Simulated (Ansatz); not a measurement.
Saddle point of Si₂H₈O₂, singlet (SiH₄O ([OH][SiH3]) + SiH₄O ([OH][SiH3]) → Si₂H₆O₂ ([OH][SiH2][O][SiH3]) + H₂; bonds formed: Si1–O7, H2–H6; bonds broken: Si1–H2, H6–O7), PBE0-D4/def2-TZVP structure:

Si1  (-0.349, -0.305, 1.261)
H2  (1.247, -0.032, 1.836)
H3  (-0.182, -1.709, 1.743)
H4  (-0.925, 0.636, 2.246)
O5  (-1.536, -0.557, 0.085)
H6  (1.317, 0.471, 0.777)
O7  (0.570, 0.641, -0.015)
Si8  (0.480, 0.551, -1.697)
H9  (-2.076, -1.335, 0.227)
H10  (1.675, 1.281, -2.186)
H11  (0.538, -0.860, -2.137)
H12  (-0.760, 1.218, -2.139)
(Å)

Energies are electronic, without zero-point energy. Barriers and step energies count from the start structure reached by relaxing down the imaginary mode; all methods use the PBE0-D4 structures, on which another method's saddle can fall below an end. Computed with Ansatz 0.2.0 (basis: def2-TZVPP, with def2-QZVPP for the basis limit); correlated methods freeze the cores. B3LYP uses VWN-RPA correlation. Extrapolation: Hartree–Fock as exp(−7.88 √X), correlation as X^−2.97.

| method | barrier (eV) | step energy (eV) |
| --- | --- | --- |
| SPW92 | 0.824 | -0.900 |
| PBE-D4 | 1.178 | -0.965 |
| BLYP-D4 | ? | -1.052 |
| r2SCAN-D4 | 1.261 | -1.065 |
| B97M-V | 1.374 | -1.028 |
| PBE0-D4 | 1.300 | -0.986 |
| B3LYP-D4 | 1.434 | -1.060 |
| r2SCAN0-D4 | 1.345 | -1.061 |
| BHLYP-D4 | 1.577 | -1.084 |
| CAM-B3LYP-D4 | 1.435 | -1.063 |
| wB97X-V | 1.443 | -1.025 |
| wB97M-V | ? | -1.030 |
| B2PLYP | 1.474 | -1.092 |
| PBE-QIDH | 1.388 | -1.052 |
| RPA on PBE | ? | -1.033 |
| HF | 2.044 | -1.135 |
| MP2 | 1.420 | -1.119 |
| CCSD | 1.568 | -1.056 |
| CCSD(T) | 1.479 | -1.058 |

Question: Fill in the withheld barriers. (Judge from chemistry; the value comes from the calculation.)

Answer: By the calculation: BLYP-D4 1.359; RPA on PBE 1.508; wB97M-V 1.396 eV. Each is the energy of the saddle less that of the start structure, by the same method.

For comparison, the barrier by CCSD(T) at an estimated basis limit (MP2 extrapolated from triple and quadruple zeta, plus CCSD(T) − MP2 in triple zeta) is 1.444 eV.

The T1 diagnostic stays at or below 0.012.

Labels in which every atom is bracketed show which atoms are joined, not bond orders.

For scale, one of the runs: CCSD(T)/def2-TZVPP, 258 basis functions, launched by `ansatz run in.yaml --threads 4 --pin off --events-out ev --progress --plain --max-ram 9574MiB`. Hardware: 4 CPU threads of an Arm Neoverse V1, shared host. Wall time 2.4 min; peak host memory 5.7 GiB.
